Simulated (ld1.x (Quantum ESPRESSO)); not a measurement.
# Transferability test, TM potential for Hg (Z = 80)

Hg (Z = 80), norm-conserving Troullier–Martins (Kleinman–Bylander form), made with ld1.x (Quantum ESPRESSO) 7.5 (LDA (PZ), scalar-relativistic). Core [Xe], reference 4f14 5d10 6s2 6p0. Waves: 6s (bound): rc 2.25 bohr; 6p (bound, empty): rc 3.60 bohr; 5d (bound): rc 1.30 bohr; 4f (bound): rc 0.70 bohr. Local part: all-electron potential smoothed inside 0.95 bohr (lloc = -1). Core correction: Bessel-smoothed model core inside 0.55 bohr.

Energies are relative to the spin-unpolarised reference configuration 4f14 5d10 6s2 6p0; without spin polarisation the order of configurations can differ from experiment. Spin-polarised rows fill each open shell by Hund’s rule, majority spin first. Not all tests gave a result: 3 of 9 tests not solved or not reliable. Left out of the table: 4f14 5d10 6s1.5 6p0 (solver errors, printed error -3.2 meV); 4f14 5d10 6s0 6p1 (solver errors, printed error -425 meV); 4f14 5d9 6s2 6p1 (solver errors, printed error -2.8 eV). The frozen-core shift is the all-electron ΔE with the core orbitals held at their reference shape minus the fully relaxed ΔE.

```csv
valence configuration,charge,ΔE all-electron (eV),error AE − PS (meV),frozen-core shift (meV)
4f14 5d10 6s1 6p0,+1,11.048,-11,+4.4
4f14 5d10 6s1 6p1,0,6.163,+1.4,+1.9
4f14 5d10 6s1 6p0 (spin-polarised),+1,10.887,-11,+4.9
4f14 5d9 6s0 6p0 (spin-polarised),+3,66.104,-53,+82
```

Q: What are ΔE and the potential's error for 4f14 5d10 6s0 6p0?

A: ΔE = 30.444 eV all-electron; the error (AE − PS) is -47 meV.

Q: What are ΔE and the potential's error for 4f14 5d9 6s0 6p0?

A: ΔE = 66.256 eV all-electron; the error (AE − PS) is -55 meV.

Levels in the configuration 4f14 5d10 6s1 6p1:

| level | all-electron (eV) | pseudo (eV) |
| --- | --- | --- |
| 4f | -98.532 | -98.393 |
| 5d | -12.187 | -12.155 |
| 6s | -8.692 | -8.684 |
| 6p | -2.283 | -2.284 |

These tests converged, but a pseudo level misses the all-electron one widely, so the file describes the atom poorly there or has found another state: 4f14 5d10 6s0 6p0: empty 6p by 4.1 eV.

A Bessel basis up to 400 Ry misses an occupied level by 1.10 Ry, so cutoffs were not judged. Note: ghost states, extra bound levels that the all-electron valence spectrum of the same l lacks: s at -520.5 eV, s at -54.8 eV (other channels not judged).
